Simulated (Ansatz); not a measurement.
Consider the redistribution: `C[CH2][GeH]([OH])[OH]` + `OB(S)S` → `[OH][GeH]([OH])[OH]` + `CCB(S)S`.

Program: Ansatz. Geometries: PBE0-D4/def2-TZVP. ΔE: electronic, gas phase. CBS: MP2 limit from def2 TZ/QZ plus the TZ coupled-cluster correction, frozen cores. This one scheme is used for every species. DFT in def2-TZVPP. For Ge outer-core shells are correlated without core-valence functions, which leaves a few kJ/mol of doubt a bond. Scalar relativity is left out up to krypton. One conformer a species, not always the lowest.

`C[CH2][GeH]([OH])[OH]`:

```xyz
13

C    -1.605   -0.837   -0.500
C    -0.965    0.314    0.265
Ge    0.960    0.169    0.383
O     1.503    1.601    1.284
O     1.623    0.242   -1.272
H    -1.212   -0.902   -1.518
H    -2.688   -0.711   -0.570
H    -1.421   -1.799   -0.013
H    -1.168    1.273   -0.220
H    -1.357    0.387    1.283
H     1.517   -1.116    1.043
H     2.452    1.736    1.245
H     2.360   -0.355   -1.409
```

`OB(S)S`:

Cartesian coordinates in Å:
```
O 0.312 -1.074 0.921
B -0.035 -0.069 0.078
S -1.745 0.557 0.046
S 1.216 0.645 -1.018
H -0.404 -1.402 1.472
H -1.561 1.488 -0.903
H 2.216 -0.145 -0.595
```

`[OH][GeH]([OH])[OH]`:

Cartesian coordinates in Å:
```
O -1.623 0.296 -0.450
Ge 0.017 -0.343 -0.328
O 0.489 -0.546 1.368
O 1.185 0.833 -0.921
H -1.672 1.230 -0.230
H 0.027 -1.638 -1.135
H -0.194 -0.949 1.909
H 1.771 1.119 -0.214
```

`CCB(S)S`:

Z-matrix (Å, degrees):
```
C
C 1 1.524
H 1 1.093 2 111.5
H 1 1.092 2 111.3 3 119.9
H 1 1.092 2 111.3 3 -119.9
B 2 1.573 1 116.7 3 -58.3
H 2 1.096 1 110.2 3 176.3
H 2 1.100 1 109.5 3 61.8
S 6 1.799 2 118.4 1 21.0
S 6 1.801 2 116.7 1 -160.1
H 9 1.342 6 99.1 2 177.6
H 10 1.343 6 99.6 2 -176.5
```

| level | ΔE (kJ/mol) |
| --- | --- |
| PBE0-D4 | 50.3 |
| ωB97M-V | 50.1 |
| B2PLYP | 49.8 |
| r2SCAN | 49.5 |

Task: What does CCSD(T)/CBS give? (Best estimate.)

Result: The calculation gave: +49.2 kJ/mol. The listed levels differ from it by 1.1, 0.9, 0.6, 0.3 kJ/mol.

Largest T1 diagnostic among the species: 0.013.
